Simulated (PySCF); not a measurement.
# Reading the logs of faulty runs: Cl2HNSi

Calculated results; nothing here was measured. They come from PySCF 2.14.0, an open-source quantum chemistry program, on an isolated molecule that a program drew, which may never have been made. The molecule is Cl2HNSi (charge 0, singlet), drawn as the SMILES string `N=[Si](Cl)Cl`.

Each row is a Hartree-Fock (HF) and frozen-core CCSD(T) single point in the cc-pV(D+d)Z basis, meant for a local HF minimum. Run 1 is clean. Each other run has one planted mistake out of seven kinds, and not every kind appears here: one electron removed, one electron added, multiplicity raised by two, geometry at a saddle point, minimal basis STO-3G, one bond length entered in bohr, all coordinates scaled. The reference is restricted for singlets and unrestricted otherwise, and also for a bond in bohr. Adding or removing an electron swaps singlet and doublet. Electrons count all cores. HOMO and LUMO are orbital energies over both spins, the gradient is its largest component, and the lowest frequency (negative if imaginary) is given only where the gradient is small. Bond lengths are over the 4 bonds as drawn. T1 is the CCSD diagnostic: over 0.02 (restricted) or 0.045 (unrestricted) a single reference is doubtful.

Geometry of the clean run:
```xyz
5
Cl2HNSi, angstrom
N    -0.9766   -2.5018   -1.7481
Si   -0.9228   -0.9861   -2.0731
Cl    0.3733    0.0743   -3.2162
Cl   -2.2875    0.2884   -1.3209
H    -0.3395   -3.2000   -2.0799
```

| run | electrons | basis functions | <S^2> | HOMO (eV) | LUMO (eV) | gradient (hartree/bohr) | lowest frequency (cm^-1) | mean bond (Å) | longest bond (Å) | T1 | HF (hartree) | CCSD(T) (hartree) | mistake |
|---|---|---|---|---|---|---|---|---|---|---|---|---|---|
| 1 | 56 | 88 | 0.000 | -10.77 | 2.56 | 1.8e-05 | 213 | 1.6483 | 2.028 | 0.0146 | -1263.04412 | -1263.62515 | no fault |
| 2 | 57 | 88 | 0.762 | 0.54 | 8.23 | 9.4e-02 | - | 1.6483 | 2.028 | 0.0857 | -1262.98658 | -1263.57362 | one electron added |
| 3 | 55 | 88 | 0.756 | -18.33 | -7.38 | 1.6e-01 | - | 1.6483 | 2.028 | 0.0183 | -1262.72681 | -1263.26212 | one electron removed |
| 4 | 56 | 33 | 0.000 | -8.62 | 5.79 | 3.1e-02 | - | 1.6483 | 2.028 | 0.0157 | -1249.09611 | -1249.24095 | ? |
| 5 | 56 | 88 | 0.853 | -10.31 | 1.60 | 6.5e-02 | - | 1.8711 | 2.028 | 0.0572 | -1262.90645 | -1263.47794 | ? |

**Which mistake was planted in run 4, and what did it cost?**

It has 33 basis functions where the clean run has 88, with the same electrons and geometry. So the mistake is: minimal basis STO-3G. Subtracting run 1 and multiplying by 627.51 kcal/mol a hartree, the energy moved by 8752.5 kcal/mol in HF and 9026.2 kcal/mol in CCSD(T).

**Which mistake was planted in run 5, and what did it cost?**

The mean bond changes by a factor of 1.135 and the longest by 1.000, so the molecule wasn't scaled as a whole. A length L in bohr read as angstrom grows by (1/0.5292 - 1) L = 0.890 L. The 4 bonds together grew by 4 x 0.2228 = 0.891 Å, which gives L = 1.002 Å. That is bond N1-H5, 1.002 Å in the clean geometry. So the mistake is: one bond length entered in bohr. Subtracting run 1 and multiplying by 627.51 kcal/mol a hartree, the energy moved by 86.4 kcal/mol in HF and 92.4 kcal/mol in CCSD(T).

Cautions from the logs. Run 2: T1 is over the limit, so its CCSD(T) energy is less reliable and the HOMO is above zero, so the electron isn't bound and the energy depends on the basis; run 5: T1 is over the limit, so its CCSD(T) energy is less reliable.
